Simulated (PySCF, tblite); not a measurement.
Compound: C5H9F3NPSi.
Cartesian coordinates in Å at the GFN2-xTB level; atoms count from 1:
```xyz
20
C5H9F3NPSi angstrom
N      3.5900   -0.8662   -1.6720
Si     2.8922   -0.1227   -0.2860
P      2.9815    2.0824   -0.7179
C      1.0957   -0.4894    0.0224
C     -0.0792   -0.6915    0.1964
C     -1.4947   -0.9260    0.4075
C     -2.3045    0.3350    0.0793
C     -3.7853    0.0878    0.2748
F     -4.0847   -0.2794    1.5311
F     -4.2522   -0.8854   -0.5241
F     -4.5196    1.1802    0.0131
H      3.4761   -0.4399   -2.5777
H      3.5895   -1.8693   -1.7527
H      3.6517   -0.6070    0.8721
H      4.3162    2.2121   -0.3821
H      2.5648    2.4576    0.5467
H     -1.8214   -1.7519   -0.2313
H     -1.6604   -1.2112    1.4507
H     -2.1492    0.6337   -0.9592
H     -2.0117    1.1616    0.7295
```

Theory: PBE0/pcSseg-1 in PySCF (dipole) on a GFN2-xTB geometry, gas phase.

Masses are those of the commonest isotopes; rigid-rotor values at the optimised geometry. The values belong to one conformer with, in the numbering `[NH2:1][Si@@H:2]([PH2:3])[C:4]#[C:5][CH2:6][CH2:7][C:8]([F:9])([F:10])[F:11]`, H–N1–Si2–P3 -33° and -175°, N1–Si2–P3–H -79° and -172°, C5–C6–C7–C8 179°.

(1) Give the principal moments of inertia and the rotational constants in MHz.

(2) Classify the top.

(3) Is it planar, by Δ = Ic − Ia − Ib?

(4) List the rotational levels J(Ka,Kc) to J = 2 (MHz).

(5) Which types of transition are allowed, and where do some lines up to J = 3 fall?

(6) Estimate the classical rotational partition function at 25 K, 100 K and 298.15 K.

Results:

(1) Ia = 290.73, Ib = 2188.11, Ic = 2324.35 u·Å²; 505379 MHz·u·Å²/I gives A = 1738, B = 231.0, C = 217.4 MHz.

(2) A near-prolate asymmetric top: κ = (2 × 231.0 − 1738 − 217.4)/(1738 − 217.4) = -0.98.

(3) Not planar: Δ = Ic − Ia − Ib = -154.48 u·Å². For a rigid frame Δ = −2 Σ m c², so Σ m c² = 77.24 u·Å² lies off the ab plane: 12.05 from hydrogen and 65.19 from heavier atoms. The atom farthest from that plane is 1.84 Å away.

(4) Above 0(0,0):
J = 1: 1(0,1) 448, 1(1,1) 1956, 1(1,0) 1969
J = 2: 2(0,2) 1345, 2(1,2) 2839, 2(1,1) 2880, 2(2,1) 7402, 2(2,0) 7402
The levels of one J sum to (2J + 1)J(J + 1)(A + B + C)/3.

(5) The dipole components are |μa| = 1.38 D, |μb| = 0.99 D, |μc| = 0.18 D. Intensities carry the squares of the components, which stand as 1.00 : 0.52 : 0.02 (a : b : c). Some lines, for components of 0.1 D or more:

```tsv
type	branch	J(Ka,Kc)	MHz	lower level (cm⁻¹)
a	R	1(0,1) ← 0(0,0)	448	0.000
a	R	2(1,2) ← 1(1,1)	883	0.065
a	R	2(0,2) ← 1(0,1)	897	0.015
a	R	3(1,3) ← 2(1,2)	1325	0.095
a	R	3(0,3) ← 2(0,2)	1345	0.045
c	Q	1(1,1) ← 1(0,1)	1507	0.015
b	Q	3(1,2) ← 3(0,3)	1555	0.090
c	R	3(1,2) ← 2(0,2)	2900	0.045
b	Q	3(2,1) ← 3(1,2)	4502	0.142
c	Q	2(2,1) ← 2(1,1)	4522	0.096
b	Q	2(2,0) ← 2(1,1)	4522	0.096
b	R	2(2,1) ← 1(1,0)	5432	0.066
c	R	2(2,0) ← 1(1,0)	5432	0.066
c	R	3(2,1) ← 2(1,1)	5868	0.096
c	Q	3(3,1) ← 3(2,1)	7570	0.292
b	Q	3(3,0) ← 3(2,1)	7570	0.292
b	R	3(3,1) ← 2(2,0)	8916	0.247
c	R	3(3,0) ← 2(2,0)	8916	0.247
c	R	3(3,1) ← 2(2,1)	8916	0.247
```

(6) Point group C1, symmetry number σ = 1; q = (√π/σ)·√((kT/h)³/(ABC)), k/h = 20836.6 MHz/K: 71300 at 25 K, 571000 at 100 K, 2940000 at 298.15 K.

Its lowest GFN2-xTB frequency is 9 cm⁻¹, too small to tell a flat minimum from a shallow saddle. These are rigid-rotor constants of the computed structure; measured ground-state constants (B0) also hold zero-point vibration. A rigid rotor knows nothing of inversion at nitrogen, which can split or shift real lines. Quadrupole hyperfine structure (14N) is left out.
